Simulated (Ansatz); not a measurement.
`Brc1cccc2cc3ccccc3cc12` with charge +1. Charge 1, multiplicity 2. Geometry PBE0-D4/def2-SVP, that of the neutral singlet; atoms count from 1.

```
atom   x (Å)   y (Å)   z (Å)
 Br1  -2.608   2.846  -1.508
  C2  -2.235   0.996  -1.437
  C3  -3.071   0.138  -2.099
  C4  -2.827  -1.260  -2.072
  C5  -1.757  -1.765  -1.386
  C6  -0.866  -0.900  -0.686
  C7   0.232  -1.402   0.018
  C8   1.114  -0.567   0.709
  C9   2.237  -1.071   1.431
 C10   3.080  -0.222   2.096
 C11   2.850   1.183   2.080
 C12   1.783   1.703   1.399
 C13   0.881   0.853   0.692
 C14  -0.216   1.361  -0.011
 C15  -1.097   0.526  -0.702
 H16  -3.927   0.534  -2.648
 H17  -3.507  -1.927  -2.607
 H18  -1.566  -2.840  -1.363
 H19   0.403  -2.482   0.027
 H20   2.411  -2.150   1.441
 H21   3.936  -0.620   2.645
 H22   3.533   1.845   2.616
 H23   1.604   2.782   1.384
 H24  -0.387   2.439  -0.020
```

Problem. Estimate the Mulliken populations from the PBE0/def2-SVP orbitals of Ansatz.

Solution. 
```
atom  charge (e)  spin (α − β)
 Br1        0.11          0.04
  C2       -0.05          0.14
  C3        0.04          0.05
  C4        0.02          0.03
  C5        0.04          0.17
  C6        0.00         -0.08
  C7        0.03          0.30
  C8        0.01         -0.09
  C9        0.03          0.15
 C10        0.02          0.02
 C11        0.02          0.04
 C12        0.03          0.14
 C13        0.01         -0.07
 C14        0.02          0.29
 C15        0.05         -0.08
 H16        0.08          0.00
 H17        0.08          0.00
 H18        0.06         -0.01
 H19        0.05         -0.01
 H20        0.06         -0.01
 H21        0.08          0.00
 H22        0.08          0.00
 H23        0.06         -0.01
 H24        0.06         -0.01
```
Mulliken values depend strongly on the basis.

Problem. Where does the spin sit?

Solution. Summed by element: Br 0.04, C 1.01, H -0.06, of 1 unpaired in all. Largest on single atoms: C7 0.30, C14 0.29, C5 0.17.

Problem. And the Mayer bond orders between heavy atoms (over 0.3)?

Solution. Br1–C2 1.12 (1.89 Å); C2–C3 1.44 (1.37 Å); C2–C15 1.25 (1.43 Å); C3–C4 1.32 (1.42 Å); C4–C5 1.41 (1.37 Å); C5–C6 1.25 (1.43 Å); C6–C7 1.28 (1.40 Å); C6–C15 1.19 (1.44 Å); C7–C8 1.28 (1.40 Å); C8–C9 1.24 (1.43 Å); C8–C13 1.19 (1.44 Å); C9–C10 1.44 (1.37 Å); C10–C11 1.29 (1.42 Å); C11–C12 1.44 (1.37 Å); C12–C13 1.25 (1.43 Å); C13–C14 1.29 (1.40 Å); C14–C15 1.31 (1.40 Å).
